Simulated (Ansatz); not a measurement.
Reaction (redistribution): `O[SiH2][SiH2]P` + `O=C=[N][AlH][Cl]` → `P[SiH2][AlH][Cl]` + `O=C=N[SiH2]O`

Program: Ansatz. Geometries: PBE0-D4/def2-TZVP. ΔE: electronic, gas phase. CBS: MP2 limit from def2 TZ/QZ plus the TZ coupled-cluster correction, frozen cores. DFT in def2-TZVPP. B3LYP here is the variant with VWN-RPA as its local correlation; programs differ in this. One conformer a species, not always the lowest.

```json
{"level": "B3LYP-D4", "ΔE (kcal/mol)": "7.1", "difference from CCSD(T)/CBS": "0.4"}
{"level": "ωB97M-V", "ΔE (kcal/mol)": "7.2", "difference from CCSD(T)/CBS": "0.5"}
{"level": "B2PLYP", "ΔE (kcal/mol)": "6.9", "difference from CCSD(T)/CBS": "0.2"}
{"level": "r2SCAN", "ΔE (kcal/mol)": "7.1", "difference from CCSD(T)/CBS": "0.4"}
{"level": "PBE0", "ΔE (kcal/mol)": "6.2", "difference from CCSD(T)/CBS": "-0.5"}
{"level": "HF/def2-TZVPP", "ΔE (kcal/mol)": "6.9", "difference from CCSD(T)/CBS": "0.2"}
{"level": "CCSD(T)/def2-TZVPP", "ΔE (kcal/mol)": "6.9", "difference from CCSD(T)/CBS": "0.2"}
{"level": "SCS-MP2/def2-QZVPP", "ΔE (kcal/mol)": "6.8", "difference from CCSD(T)/CBS": "0.1"}
{"level": "HF/CBS(def2)", "ΔE (kcal/mol)": "6.8", "difference from CCSD(T)/CBS": "0.1"}
{"level": "CCSD/CBS(def2)", "ΔE (kcal/mol)": "6.8", "difference from CCSD(T)/CBS": "0.1"}
{"level": "CCSD(T)/CBS", "ΔE (kcal/mol)": "6.7", "difference from CCSD(T)/CBS": "0"}
```

Largest T1 diagnostic among the species: 0.015.
